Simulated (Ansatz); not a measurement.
Cl$_{2}$FSTa (`[F][Ta](=[S])([Cl])[Cl]`) from Hartree–Fock to CCSD(T)

```xyz
5

F    -1.057    1.600    0.235
Ta   -0.044    0.065    0.010
S    -1.298   -1.626    0.400
Cl    0.714   -0.075   -2.128
Cl    1.686    0.037    1.483
```

Charge 0, multiplicity 1. Correlated methods include outer-core shells of Ta, which these sets cover unevenly. Ta takes the def2 core potential. Geometry: relaxed with PBE0-D4/def2-TZVP. Frozen core, restricted reference, Ansatz 0.2.0.

```tsv
basis	HF (Eh)	MP2 corr.
def2-SVP	-1472.10944	-0.87738
def2-TZVPP	-1472.71653	-1.20825
def2-QZVPP	-1472.75851	-1.33648
```

(1) Estimate the CCSD correlation energy and the (T) correction in each basis where they were run (hartree).

Answers

(1) 
```
     basis  CCSD corr.       (T)
  def2-SVP    -0.87815  -0.03613
def2-TZVPP    -1.21333  -0.06454
```
